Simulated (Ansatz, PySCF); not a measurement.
Molecule: CHCl, charge 0, multiplicity 1. SMILES: [CH]Cl
Geometry: optimised at B3LYP-D3(BJ)/def2-TZVP (Ansatz, an electronic-structure program).

Wanted: vertical ionisation energy (to the doublet state of charge +1; each state is the SCF solution reached for its spin; for the singlet the Hartree-Fock reference is unstable and T1 is 0.021), in eV. Correlated levels leave the core frozen unless marked. Open shells are spin-unrestricted. Spin-orbit coupling is left out. Non-relativistic. CBS(X,Y): correlation extrapolated as X^-3; Hartree-Fock from the larger set.

| level | program | vertical ionisation energy (eV) |
|---|---|---|
| MP2/aug-cc-pV(Q+d)Z | Ansatz | 9.89 |
| MP2/def2-QZVPPD | Ansatz | 9.87 |
| RI-MP2/CBS(aug-cc-pV(T+d)Z,aug-cc-pV(Q+d)Z) | Ansatz | 9.94 |
| SCS-MP2/aug-cc-pV(Q+d)Z | Ansatz | 9.97 |
| CCSD/def2-QZVPPD | Ansatz | 9.91 |
| CCSD(T)/CBS(def2-TZVPPD,def2-QZVPPD) | Ansatz | 9.93 |
| CCSD(T)/CBS(aug-cc-pV(T+d)Z,aug-cc-pV(Q+d)Z) | Ansatz | 9.94 |

For comparison, minus the highest occupied orbital energy (PySCF): 7.22 eV at PW6B95/def2-TZVPD, 10.52 eV at HF/def2-TZVPD, 7.92 eV at MN15/def2-TZVPD.
